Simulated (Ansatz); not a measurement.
```xyz
11

C    -0.329   -1.013    0.609
Si   -1.221    0.413   -0.250
N     0.281    1.136   -0.686
Ge    1.366   -0.149    0.091
H    -0.475   -1.997    0.164
H    -0.478   -1.082    1.686
H    -2.081    1.232    0.654
H    -2.081   -0.002   -1.397
H     0.515    1.973   -1.188
H     2.248    0.394    1.236
H     2.253   -0.905   -0.920
```

Total charge 0; spin multiplicity 1.

**Question.** List the PBE/def2-TZVPP orbital energies in eV (the Gaussian-basis code of Ansatz). (Estimate.)

**Answer.** Computed: Occupied: -10804.52, -1779.52, -1337.83, -1191.26, -1191.24, -1191.23, -379.79, -268.67, -162.46, -137.20, -113.94, -113.88, -113.88, -93.95, -93.92, -93.91, -29.79, -29.72, -29.71, -29.68, -29.67, -20.50, -16.96, -13.29, -12.85, -10.55, -10.33, -8.53, -8.35, -8.07, -8.00, -6.85, -5.76. Lowest empty: -1.05, 0.09, 0.57, 1.00, 1.04, 1.15, 1.54, 1.76.
